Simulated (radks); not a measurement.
Problem. These are the eigenvalues of the occupied orbitals of an atom or ion with whole-number occupations (hartree). All-electron calculation, scalar-relativistic Kohn-Sham, LB94 model potential, spin-polarised, spherical densities, finite nucleus; Fermi nuclear charge, rms radius of each element as measured or else 0.836 A^(1/3) + 0.57 fm. Program: a radial shooting solver on a logarithmic mesh with Libxc functionals.

orbital  eigenvalue
1s down   -2176.794
1s up     -2176.544
2s up     -508.7668
2s down   -507.0899
2p up     -474.9662
2p down   -473.3022

Which element is it, and in what charge state? The configuration may be excited. Open shells, if any, are filled with parallel spins first.

Solution. Z = 66, dysprosium, charge +58: Dy58+ in [He] 2s2 2p4. The list shows which subshells hold electrons but not how many an open one holds; the 1s level, -2176.8 hartree, gives Z - s = 66.0 by -(Z - s)^2/2, which with screening and relativity narrows Z to a few neighbours, and the depths of the outer levels then fix element, charge and occupations together.
